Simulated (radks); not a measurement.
C, configuration [He] 2s2 2p2. Calculated with a radial shooting solver on a logarithmic mesh with Libxc functionals: non-relativistic Kohn-Sham, PBE, spin-unpolarised, spherical densities, point nucleus.

Normalised radial functions P(r) = r R(r), r in bohr:

r,1s,2s,2p
0.01282,0.3287,0.0741,0.0010
0.01591,0.4004,0.0903,0.0015
0.01974,0.4856,0.1094,0.0023
0.02431,0.5817,0.1310,0.0035
0.03017,0.6971,0.1568,0.0052
0.03714,0.8231,0.1848,0.0078
0.0461,0.9684,0.2169,0.0117
0.05721,1.1249,0.2508,0.0174
0.07044,1.2804,0.2836,0.0255
0.08743,1.4373,0.3149,0.0374
0.1085,1.5761,0.3390,0.0543
0.1336,1.6764,0.3500,0.0769
0.1658,1.7269,0.3417,0.1087
0.2058,1.7047,0.3054,0.1510
0.2534,1.6032,0.2367,0.2032
0.3144,1.4138,0.1253,0.2700
0.3871,1.1651,-0.0207,0.3459
0.4805,0.8698,-0.2049,0.4334
0.5963,0.5794,-0.4051,0.5234
0.7342,0.3445,-0.5891,0.6053
0.9112,0.1709,-0.7394,0.6728
1.131,0.0692,-0.8155,0.7070
1.392,0.0229,-0.8015,0.6980
1.728,0.0054,-0.7011,0.6426
2.145,0.0009,-0.5421,0.5475
2.641,0.0001,-0.3726,0.4332
3.277,0.0000,-0.2180,0.3102
4.035,0.0000,-0.1107,0.2036
5.008,0.0000,-0.0447,0.1160
6.215,0.0000,-0.0140,0.0561

1s: eigenvalue -273.26 eV, 0 radial nodes, <r> = 0.271 bohr, 90 % of the charge inside 0.486 bohr. 2s: eigenvalue -13.739 eV, 1 radial node at r = 0.377 bohr, <r> = 1.57 bohr, 90 % of the charge inside 2.52 bohr. 2p: eigenvalue -5.289 eV, 0 radial nodes, <r> = 1.80 bohr, 90 % of the charge inside 3.13 bohr.
